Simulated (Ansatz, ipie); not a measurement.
H2O (SMILES O), multiplicity 1, with the O1–H2 bond stretched and the rest rigid; cc-pVDZ, all electrons correlated; total energies in hartree.
Geometry at rest (charge 0, multiplicity 1):
```csv
atom,x (Å),y (Å),z (Å)
O,-0.0006,0.1169,0.0000
H,-0.7628,-0.4711,0.0000
H,0.7672,-0.4639,0.0000
```

Phaseless AFQMC takes the named determinant as trial and start, 200 walkers, a time step of 0.005 inverse hartree and 600 blocks of 25 steps, of which the first fifth is dropped; its bars are rough statistical errors and leave out the phaseless and time-step bias. At long bonds its restricted trial need not be the state that the restricted coupled-cluster runs follow.

Programs: Ansatz (Gaussian basis) for Hartree–Fock, density functionals and correlated methods; ipie for AFQMC. Each number belongs to the level named beside it.

```
level             R = 0.96 Å         R = 1.25 Å         R = 1.54 Å         R = 1.93 Å         R = 2.50 Å
---------  -----------------  -----------------  -----------------  -----------------  -----------------
U-HF                -76.0264           -75.9707           -75.9125           -75.8966           -75.8938
R-MP2               -76.2307           -76.1849           -76.1189           -76.0529           -76.0072
U-MP2               -76.2307           -76.1849           -76.0907           -76.0533           -76.0455
R-CCSD              -76.2401           -76.1952           -76.1334           -76.0783           -76.0460
U-CCSD              -76.2401           -76.1952           -76.1321           -76.0776           -76.0603
R-CCSD(T)           -76.2431           -76.1993           -76.1394           -76.0896           -76.0701
U-CCSD(T)           -76.2431           -76.1993           -76.1382           -76.0844           -76.0623
R-CCSDT             -76.2433           -76.1995           -76.1397           -76.0893           -76.0648
AFQMC@RHF                  -                  -  -76.1378 ± 0.0026  -76.0692 ± 0.0026  -76.0022 ± 0.0033
AFQMC@UHF  -76.2456 ± 0.0019  -76.1995 ± 0.0023  -76.1349 ± 0.0012  -76.0867 ± 0.0012  -76.0649 ± 0.0010
```

AFQMC runs whose block means still drift are left out.

Doubts at one or more of the structures used: a spin-contaminated determinant (U-HF/cc-pVDZ, U-MP2/cc-pVDZ, U-CCSD/cc-pVDZ, U-CCSD(T)/cc-pVDZ); other coupled-cluster roots lie near (R-CCSD/cc-pVDZ, R-CCSD(T)/cc-pVDZ, R-CCSDT/cc-pVDZ); T1 above 0.05 (U-CCSD/cc-pVDZ, U-CCSD(T)/cc-pVDZ).

Ansatz is a program for electronic structure.
